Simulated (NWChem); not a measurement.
**Atomisation of C2F3O**

```
C
F 1 1.3234
F 1 1.3237 2 109.44
F 1 1.3248 2 108.94 3 -119.05
C 1 1.5490 2 108.71 4 -122.55
O 5 1.1703 1 125.63 2 121.96
```
Charge 0, spin multiplicity 2.

Everything below was run with NWChem. Structure: optimised with UPBE0/def2-SVP, a minimum by its harmonic frequencies.

Basis set: def2-TZVP. The atomisation energy is electronic alone: no zero-point, thermal, spin-orbit or counterpoise terms. No value is extrapolated to the basis-set limit. Free atoms are single determinants with multiplicities O 3, C 3, F 2. Correlated methods freeze the same cores in atoms and molecule, 6 orbitals in all.

B3LYP has NWChem's definition, with VWN1-RPA local correlation. The structure started from a generated list of species. The stability of the SCF solutions was not checked. Open-shell Hartree-Fock references start from PBE0 orbitals.

**Question.** For the atomisation energy, HF gives 389.9 kcal/mol and B3LYP gives 605.6 kcal/mol. What do PBE0, MP2, LC-wPBE (omega 0.3 per bohr) give?

**Answer.** PBE0: 618.6 kcal/mol; MP2: 628.7 kcal/mol; LC-wPBE (omega 0.3 per bohr): 639.6 kcal/mol.
